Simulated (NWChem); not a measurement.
# Polarisability of H4Ti

```xyz
5

Ti     0.0000     0.0000     0.0000
H      1.3902     0.0000     0.9824
H     -1.3902     0.0000     0.9824
H      0.0000    -1.3902    -0.9825
H      0.0000     1.3902    -0.9825
```
Charge 0, spin multiplicity 1.

Everything below was run with NWChem. The geometry was optimised at PBE/def2-SVP, a minimum by its harmonic frequencies.

Basis set: def2-SVPD. Static limit.

The correlated methods keep 5 core orbitals frozen. B3LYP has NWChem's definition, with VWN1-RPA local correlation. The structure started from a generated list of species. Coupled-cluster values serve here as a point of comparison, not as the truth.

Q: Order these methods by the isotropic polarisability they give, lowest first: CCSD linear response, HF, LDA (SVWN5), PBE, B3LYP.

A: HF (46.62 bohr³), B3LYP (48.23 bohr³), PBE (48.85 bohr³), LDA (SVWN5) (49.83 bohr³), CCSD linear response (52.32 bohr³)
